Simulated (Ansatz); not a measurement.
This geometry of FGe2H5 + H2O (11 atoms, charge 0, multiplicity 1) is a first-order saddle point.

Level of theory: Ansatz, RKS PBE0/def2-SVP.

```xyz
11
Properties=species:S:1:pos:R:3
Ge 0.018 -0.324 -0.065
F -0.652 -1.220 1.693
H 1.116 -0.068 -1.155
H -0.367 1.054 0.482
Ge -1.617 -1.859 -0.976
H -2.963 -1.712 -0.256
H -1.810 -1.670 -2.496
H -1.072 -3.281 -0.741
O 1.508 -1.049 1.133
H 2.010 -1.785 0.761
H 0.681 -1.375 1.708
```

(1) Which two structures does it join? (They come from a converged band through this point; their orientation in space is the band's.)

(2) How far does it lie above each of them?

Answers

(1) Bonds broken: Ge1–F2, O9–H11. Bonds formed: Ge1–O9, F2–H11. FGe2H5 + H2O becomes FH + Ge2H6O.

Initial state:

```xyz
11
Properties=species:S:1:pos:R:3
Ge -0.138 0.226 -0.210
F 0.016 0.084 1.556
H 1.295 0.445 -0.723
H -0.977 1.508 -0.383
Ge -1.237 -1.791 -0.978
H -1.963 -2.436 0.214
H -2.299 -1.411 -2.034
H -0.240 -2.772 -1.605
O 1.040 -2.359 1.107
H 0.630 -3.149 1.473
H 0.725 -1.635 1.672
```

Final state:

```xyz
11
Properties=species:S:1:pos:R:3
Ge 0.281 -0.220 -0.280
F -0.845 -1.846 2.093
H 1.286 0.125 -1.401
H -0.224 1.061 0.398
Ge -1.457 -1.774 -0.957
H -2.729 -1.570 -0.130
H -1.774 -1.551 -2.452
H -0.916 -3.203 -0.787
O 1.266 -1.020 1.039
H 1.904 -1.656 0.695
H 0.058 -1.637 1.870
```

(2) 88.8 kJ/mol above the first and 73.4 kJ/mol above the second. This is the barrier of this one path; another mechanism may lie lower. The orbitals stay closed-shell, which can raise the energy where a bond breaks towards radicals; this wasn't checked here.

The run took 6.2 min on 4 threads of Arm Neoverse V1, on a shared host, peak memory 0.38 GiB.
